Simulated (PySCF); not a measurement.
All values below come from PySCF with CAM-B3LYP-D3(BJ)/def2-TZVP. Isolated molecules, 0 K electronic values unless said otherwise. One relaxed conformer stands for a flexible species; it need not be the lowest. Excitations are Tamm–Dancoff values on a coarser integration grid. The basis has no diffuse functions, so Rydberg states are missing or too high.

Reference species (SMILES): `B/C=C(/C)C=C` (neutral, multiplicity 1).

The brightest of the four lowest singlets (TDA) is 5.00 eV and the HOMO comes out as -8.40 eV.

Changed species: `B/C(C=C)=C\C`.

**Question.** What does the change do to the brightest of the four lowest singlets (TDA) and HOMO?

**Answer.** the brightest of the four lowest singlets (TDA) goes up by 1.35 eV, to 6.35 eV; the HOMO rises by 0.46 eV, to -7.94 eV.
